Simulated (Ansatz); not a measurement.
`N=C([SiH3])CI`, relaxed with RKS PBE0-D4/def2-TZVP in the Gaussian-basis code of Ansatz from a PBE-D4/def2-SVP geometry. The force threshold is 0.005 eV/Å; the program also tests the step.

The species carries charge 0 and has multiplicity 1. I takes the def2 core potential.

Start:

```xyz
11

N    -0.457   -0.886   -1.512
C    -0.185   -0.166   -0.480
Si   -0.293   -1.081    1.209
C     0.205    1.287   -0.534
I     2.263    1.533    0.193
H    -0.341   -0.336   -2.389
H    -0.319   -0.087    2.339
H     0.893   -1.987    1.369
H    -1.556   -1.892    1.223
H     0.189    1.696   -1.564
H    -0.398    1.918    0.146
```

(1) By how much does the energy fall, and how many steps does the optimiser take? (An estimate is asked.)

(2) Which bonds change most? (An estimate is asked.)

(3) Give the relaxed structure. (Best estimate.)

Results:

(1) Ansatz gave: 0.06 eV, in 11 steps.

(2) Ansatz gave: C4–I5 from 2.197 to 2.150 Å; Si3–H9 from 1.501 to 1.482 Å; C2–Si3 from 1.924 to 1.905 Å; C4–H10 from 1.108 to 1.090 Å.

(3) Computed: 
```xyz
11

N    -0.491   -0.851   -1.496
C    -0.190   -0.163   -0.471
Si   -0.291   -1.072    1.200
C     0.226    1.272   -0.528
I     2.249    1.461    0.174
H    -0.388   -0.312   -2.362
H    -0.405   -0.077    2.299
H     0.929   -1.890    1.403
H    -1.491   -1.941    1.177
H     0.208    1.674   -1.541
H    -0.357    1.899    0.145
```
